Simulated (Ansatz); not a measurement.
A run for Ansatz (a quantum-chemistry and plane-wave program): R-B3LYP-D3(BJ)/def2-TZVP on BrI (SMILES BrI). Elements past Kr take the def2 small-core potentials; no spin–orbit coupling.

Ansatz 0.2 input:
```yaml
crystal:
  periodic: [false, false, false]
  atoms:
    - {symbol: I, position_ang: [0.00000000, 0.00000000, -1.23500000]}
    - {symbol: Br, position_ang: [0.00000000, 0.00000000, 1.23500000]}
basis:
  gaussian:
    orbitals: def2-TZVP
hamiltonian:
  xc: b3lyp
  dispersion: d3bj
relax: {f_tol: 0.004, max_steps: 120}
scf: {lower_state_search: off}
```

The log:

```
WARN ansatz: RAYON_NUM_THREADS=4 ignored (pool sized by the plan → 4); use --threads N
Functional definition: B3LYP
these checks for a lower state are left out or cut short: stability, starts, cluster_reference, orbital_swaps, neighbouring_geometries, increment
integrals: 0.03 GiB planned
824 factors; their error is unknown
mean field: 0.35 GiB planned
mean field evaluation 1: about -78150.2261 eV, gradient 9.1e0 eV
mean field evaluation 2: about -78150.2397 eV, gradient 6.4e0 eV
mean field evaluation 4: about -78150.3703 eV, gradient 5.2e-1 eV
mean field evaluation 8: about -78150.9407 eV, gradient 2.1e-1 eV
mean field evaluation 16: about -78150.9408 eV, gradient 1.4e-5 eV
mean field -78150.94077139 eV, -2871.9941007382 hartree, gradient 1.9e-6 eV, S^2 0.000000; 0 other end points of the search recorded, 0 dependent functions left out
the calculation of the forces begins
reference -78150.94095519 eV, -2871.9941074927 hartree; 30, 30 occupied and 68, 68 virtual orbitals, 824 factors
relax step   1: F+E_penalty+E_count = -78151.03331366 eV  Δ(F+E_penalty+E_count) = +0.000e0 eV  max|allowed force component| = 3.917e-1 eV/Å  Δτ_max = 0.0000 Å  (16 SCF iters, accepted)
these checks for a lower state are left out or cut short: stability, starts, cluster_reference, orbital_swaps, neighbouring_geometries, increment
integrals: 0.03 GiB planned
824 factors; their error is unknown
mean field: 0.35 GiB planned
mean field -78150.94233265 eV, -2871.9941581135 hartree, gradient 2.1e-6 eV, S^2 0.000000; 0 other end points of the search recorded, 0 dependent functions left out
the calculation of the forces begins
reference -78150.94251690 eV, -2871.9941648846 hartree; 30, 30 occupied and 68, 68 virtual orbitals, 824 factors
relax step   2: F+E_penalty+E_count = -78151.03452060 eV  Δ(F+E_penalty+E_count) = -1.207e-3 eV  max|allowed force component| = 3.213e-1 eV/Å  Δτ_max = 0.0287 Å  (21 SCF iters, accepted)
these checks for a lower state are left out or cut short: stability, starts, cluster_reference, orbital_swaps, neighbouring_geometries, increment
integrals: 0.03 GiB planned
824 factors; their error is unknown
mean field: 0.35 GiB planned
mean field evaluation 32: about -78150.9467 eV, gradient 1.6e-3 eV
mean field -78150.94665592 eV, -2871.9943169908 hartree, gradient 1.1e-6 eV, S^2 0.000000; 0 other end points of the search recorded, 0 dependent functions left out
the calculation of the forces begins
reference -78150.94683996 eV, -2871.9943237542 hartree; 30, 30 occupied and 68, 68 virtual orbitals, 824 factors
relax step   3: F+E_penalty+E_count = -78151.03900933 eV  Δ(F+E_penalty+E_count) = -4.489e-3 eV  max|allowed force component| = 2.094e-2 eV/Å  Δτ_max = 0.0129 Å  (22 SCF iters, accepted)
these checks for a lower state are left out or cut short: stability, starts, cluster_reference, orbital_swaps, neighbouring_geometries, increment
integrals: 0.03 GiB planned
824 factors; their error is unknown
mean field: 0.35 GiB planned
mean field -78150.94666327 eV, -2871.9943172610 hartree, gradient 1.5e-6 eV, S^2 0.000000; 0 other end points of the search recorded, 0 dependent functions left out
the calculation of the forces begins
reference -78150.94684730 eV, -2871.9943240239 hartree; 30, 30 occupied and 68, 68 virtual orbitals, 824 factors
relax step   4: F+E_penalty+E_count = -78151.03902716 eV  Δ(F+E_penalty+E_count) = -1.783e-5 eV  max|allowed force component| = 1.606e-4 eV/Å  Δτ_max = 0.0008 Å  (22 SCF iters, accepted)
Total energy: -78151.03921119 eV, -2871.9977183343 hartree
Atom 0 at    -0.000000    -0.000000    -1.249897 Å, force     0.000000    -0.000000     0.000161 eV/Å
Atom 1 at     0.000000     0.000000     1.249897 Å, force    -0.000000     0.000000    -0.000161 eV/Å
Dipole moment:    -0.000000     0.000000    -0.159610 e Å
Checks for a lower state left out: stability, starts, cluster_reference, orbital_swaps, neighbouring_geometries, increment
```

The run converged.

Cost: about 12 core-seconds (a rough figure).
